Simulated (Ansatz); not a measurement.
Ansatz results at the PBE0-D4/def2-TZVP geometry: LUMO energy (B3LYP/def2-TZVPP) -0.93 eV; HOMO–LUMO gap (ωB97M-V/def2-TZVPP) 10.17 eV; HOMO energy (PBE/def2-TZVPP) -6.10 eV.

Each molecule was computed in one conformer, which needn't be the lowest.

Which molecule gave them?
A. `C=C[CH2][SnH2][F]`
B. `[F][SnH]1[CH2]C[CH2]1`
C. `[CH3][SnH]([OH])[F]`
D. `C[CH](C)[Sn][F]`

A. The others give `C[CH](C)[Sn][F]`: -2.80, 7.43, -5.14; `[CH3][SnH]([OH])[F]`: -0.78, 12.09, -6.95; `[F][SnH]1[CH2]C[CH2]1`: -0.55, 10.97, -6.35.

B3LYP here is the variant with VWN-RPA as its local correlation; programs differ in this.
